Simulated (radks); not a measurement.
Q: All-electron atom: Lu in [Xe] 4f12 6s2 6p3 (not the ground configuration). All-electron calculation, Dirac Kohn-Sham, PBEsol, spin-unpolarised, spherical densities, finite nucleus; open shells fill j = l - 1/2 first; Fermi nuclear charge, rms radius 5.37 fm. Program: a radial shooting solver on a logarithmic mesh with Libxc functionals. Some entries of the table are withheld. Estimate them.

orbital,occ.,eigenvalue (eV),r(max) (bohr)
1s1/2,2,(1),0.01214
2s1/2,2,-10767.06,0.06952
2p1/2,2,(2),0.05193
2p3/2,4,(3),0.05846
3s1/2,2,-2463.614,0.1961
3p1/2,2,-2247.876,0.1839
3p3/2,4,-2009.801,0.1974
3d3/2,4,-1642.572,0.1552
3d5/2,6,-1590.595,0.1590
4s1/2,2,-513.3282,0.4463
4p1/2,2,-425.3540,0.4470
4p3/2,4,-370.6762,0.4756
4d3/2,4,-225.6792,0.4746
4d5/2,6,-215.6210,0.4838
5s1/2,2,-80.1770,1.023
5p1/2,2,-54.2267,(4)
5p3/2,4,-46.0485,(5)
4f5/2,6,(6),(7)
4f7/2,6,(8),(9)
6s1/2,2,-9.4027,2.585
6p1/2,2,-4.4260,3.091
6p3/2,1,-3.6051,3.334

A: 
(1) 1s1/2 eigenvalue (eV): -63146.21
(2) 2p1/2 eigenvalue (eV): -10280.48
(3) 2p3/2 eigenvalue (eV): -9163.842
(4) 5p1/2 r(max) (bohr): 1.098
(5) 5p3/2 r(max) (bohr): 1.176
(6) 4f5/2 eigenvalue (eV): -36.8753
(7) 4f5/2 r(max) (bohr): 0.4589
(8) 4f7/2 eigenvalue (eV): -35.1887
(9) 4f7/2 r(max) (bohr): 0.4638
